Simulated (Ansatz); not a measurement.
Basis-set extrapolation for `O=C=[N][AlH][Cl]` (PBE0-D4/def2-TZVP geometry, frozen core, Ansatz). Multiplicity 1, RHF reference.

```tsv
	def2-TZVPP	def2-QZVPP
HF	-869.415154	-869.442054
MP2 correlation	-0.818549	-0.885676
CCSD(T) correlation	-0.875909	not run
```

Energies in hartree. Use E(X) = E(∞) + A·exp(−7.88·√X) for Hartree–Fock and E(X) = E(∞) + B·X^(−2.97) for correlation, with X = 3 and 4, and add CCSD(T) minus MP2 of the smaller set to the MP2 limit.

Task: What is the CCSD(T) energy at the basis-set limit?

Result: HF limit: -869.442054 + (-0.026900) × 0.13774 = -869.44576. MP2 limit: -0.885676 + (-0.067127) × 0.74074 = -0.93540. Higher-order term: -0.875909 − (-0.818549) = -0.05736. Total: -870.43852 hartree, 387.1 kJ/mol below CCSD(T)/def2-TZVPP.
